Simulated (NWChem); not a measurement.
# SnH$_{2}$OF$_{2}$; SMILES [OH][SnH]([F])[F]

```xyz
6

Sn     0.0009    -0.0142    -0.2486
O      0.0362    -1.8090     0.5232
F     -1.5212     0.9129     0.4819
F      1.4816     0.9758     0.4841
H      0.0037    -0.0150    -1.9397
H      0.0205    -1.7996     1.4887
```
Atoms are numbered in this order, from 1.

Results from NWChem. The geometry was optimised at PBE0/def2-SVP. def2 effective core potentials on Sn; no spin-orbit coupling. Ions are spin-unrestricted doublets at the neutral geometry; other ion states weren't tried.

### Question
Estimate the computed values for PBE/def2-SVP. Quantities: −ε(HOMO) (eV).

### Answer
- −ε(HOMO) (eV) = 7.53
